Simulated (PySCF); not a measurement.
C2H4I, SMILES C[CH]I, multiplicity 2.

Geometry optimised at PBE0-D3(BJ)/def2-SVP. The isomer is the one that the SMILES or the coordinates give; other isomers of the formula were not compared. The def2 effective core potentials stand for the cores of I; spin–orbit coupling is left out.

Two levels are set side by side: PBE/def2-TZVPD (PySCF) and CAM-B3LYP/def2-TZVPD (PySCF). Same geometry, gas phase. Differences are taken from unrounded values.

```tsv
quantity	CAM-B3LYP
α-spin orbital gap (eV)	7.32
β-spin orbital gap (eV)	8.03
dipole moment (D)	1.40
mean polarisability (bohr³)	61.8
```

What does PBE give, and how far is it from CAM-B3LYP? (The exact figures need the calculation; the answer reports its results.)


| quantity | PBE | PBE minus CAM-B3LYP |
|---|---|---|
| α-spin orbital gap (eV) | 2.99 | -4.33 |
| β-spin orbital gap (eV) | 3.48 | -4.55 |
| dipole moment (D) | 1.30 | -0.10 |
| mean polarisability (bohr³) | 65.5 | 3.7 |

PBE's more diffuse valence density responds more strongly to a field. Differences between two approximate levels are no errors against the true value.

Rough cost on one machine, each run with all the roots and properties that it gave: CAM-B3LYP against PBE within a factor of 2.
